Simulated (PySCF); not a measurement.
FH3NSi2 (calculated)

Computed with PySCF 2.14.0. Calculation on a computer-drawn molecule: the log of a Hartree-Fock and frozen-core CCSD(T) single point meant for a local Hartree-Fock minimum, with one planted fault or none, to be diagnosed. Offsets are logged minus clean, where the clean run is the same molecule without the fault. The reference is restricted for singlets and unrestricted otherwise, and also for a bond in bohr or an excited solution. Adding or removing an electron swaps singlet and doublet. The excited solution moves the top pair (singlet) or top alpha electron (doublet) to the lowest empty orbital. Highest occupied and lowest empty are orbital energies over both spins, largest force is the largest gradient component, triples share is (T) over the correlation energy, the T1 limit is 0.02 restricted and 0.045 unrestricted, electrons count all cores, a negative frequency is imaginary (commonest isotopes), and the dipole is about the centre of nuclear charge.

### FH3NSi2

Logged structure:
```xyz
7
FH3NSi2
F     -0.0426    -0.0349    -1.3743
Si     1.0665     0.0442    -0.1835
N      0.3640     0.0321     1.3360
Si    -0.8145    -0.2396     2.3313
H      1.8225     1.2929    -0.4284
H     -0.6373    -0.1573     3.7877
H     -2.1915    -0.6108     1.9650
```

- meant charge: 0
- meant multiplicity: 2
- meant basis: cc-pV(D+d)Z
- logged electrons: 47
- logged basis functions: 89
- logged SCF converged: yes
- logged spin squared: 0.9217
- logged highest occupied: -4.5869 eV
- logged lowest empty: -1.9097 eV
- logged largest force: 0.10009 hartree/bohr
- logged dipole magnitude: 2.3709 debye
- logged SCF stable within its kind: no
- logged energy HF: -733.40545 hartree
- possible faults: no fault, one electron removed, one electron added, multiplicity raised by two, geometry at a saddle point, SCF held on an excited solution, minimal basis STO-3G, one bond length entered in bohr, all coordinates scaled
- planted fault: SCF held on an excited solution
- HF energy offset from clean run: 78.32 kcal/mol

Drawn bonds:
```csv
atom,other atom,order
1,2,1
2,3,2
3,4,1
2,5,1
4,6,1
4,7,1
```

Notes: coupled-cluster numbers left out as unreliable.
